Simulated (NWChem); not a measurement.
System: CH₃BeBrS; SMILES C[S][Be][Br]

The following NWChem deck was run.

```
start job
memory heap 200 mb stack 900 mb global 1100 mb
geometry units angstroms noautoz
  Be     0.246069     0.306744     0.000317
  Br    -0.262913    -1.592957    -0.001001
  S      0.763984     2.129385     0.001645
  C     -0.877810     3.001398     0.002764
  H     -1.454175     2.762621    -0.892707
  H     -0.655281     4.070161     0.005014
  H     -1.455065     2.758966     0.896655
end
basis spherical
  * library 6-31g*
end
dft
  xc kt2
  iterations 150
  mulliken
end
task dft energy
```

All runs use the structure optimised with B3LYP/6-31G* (spherical d).

### Question
What results follow from this input? (KT2/6-31G* (spherical d).) Quantities: energy (Ha); highest occupied level (eV); orbital gap (eV); dipole (D).

### Answer
The energy (Ha) comes out as -3040.67, the highest occupied level (eV) is -6.05 and the orbital gap (eV) is 4.28. The dipole (D) comes out as 1.90.
